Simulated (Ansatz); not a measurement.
CHO (SMILES [CH]=O), doublet, geometry from GFN2-xTB; CAM-B3LYP/def2-SVP (Ansatz, a quantum-chemistry and plane-wave program).

Here is a job for Ansatz.
Ansatz 0.2 input:
```yaml
crystal:
  periodic: [false, false, false]
  atoms:
    - {symbol: C, position_ang: [0.05077793, 0.58558918, 0.01134278]}
    - {symbol: O, position_ang: [0.06582174, -0.59411259, -0.01340927]}
    - {symbol: H, position_ang: [-0.83124157, 1.23936563, 0.03921745]}
basis:
  gaussian:
    orbitals: def2-SVP
    final_grid: {core_spheres: 4, valence_spheres: 8, degree: 17}
hamiltonian:
  xc: cam_b3lyp
magnetization: {spin_polarized: true, initial_magnetization: 1}
```

Task: Write the output that Ansatz gives for this input, abridged.

Result: 
```
Functional definition: CAM-B3LYP
326 factors; integrals over basis functions are off by at most 1.5e-3 eV
80 factors; integrals over basis functions are off by at most 1.3e-5 eV
mean field evaluation 1: about -3092.7527 eV, gradient 2.1e1 eV
mean field evaluation 2: about -3090.1311 eV, gradient 3.5e1 eV
mean field evaluation 4: about -3094.4126 eV, gradient 6.1e-1 eV
mean field evaluation 8: about -3094.4115 eV, gradient 3.3e-2 eV
mean field evaluation 16: about -3094.4115 eV, gradient 2.4e-5 eV
mean field -3094.41153743 eV, -113.7175265332 hartree, gradient 2.4e-5 eV, S^2 0.752730; 0 other end points of the search recorded, 0 dependent functions left out
reference -3094.41159874 eV, -113.7175287863 hartree; 8, 7 occupied and 25, 26 virtual orbitals, 326 factors
Total energy: -3094.41159874 eV, -113.7175287863 hartree
```
